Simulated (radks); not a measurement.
Pb+, 81 electrons, occupied as [Hg] 6p1. Calculated with a radial shooting solver on a logarithmic mesh with Libxc functionals: Dirac Kohn-Sham, PBE, spin-unpolarised, spherical densities, point nucleus; open shells are shared between the two j in proportion to 2j + 1.

Radial electron density D(r) = 4 pi r^2 rho(r):

r (bohr),D(r) (e/bohr)
0.0006134,6.255
0.0008379,9.934
0.001136,15.39
0.001551,23.68
0.002103,35.18
0.002872,51.07
0.003924,70.80
0.005318,91.74
0.007266,110.5
0.009847,120.1
0.01345,117.5
0.01838,108.3
0.02491,109.3
0.03403,131.3
0.04612,153.0
0.063,142.5
0.08607,121.9
0.1167,137.7
0.1594,136.6
0.216,90.65
0.2951,89.35
0.4031,91.04
0.5463,49.72
0.7463,27.89
1.011,21.26
1.382,11.35
1.888,4.759
2.559,1.876
3.495,0.5652
4.737,0.1169
6.472,0.01237
8.841,0.0004738

D(r) has 4 maxima, at r = 0.0108, 0.0496, 0.137, 0.352 bohr, and minima at 0.0212, 0.0882, 0.249 bohr, inside which lie 2.03, 11.05, 29.99 electrons.
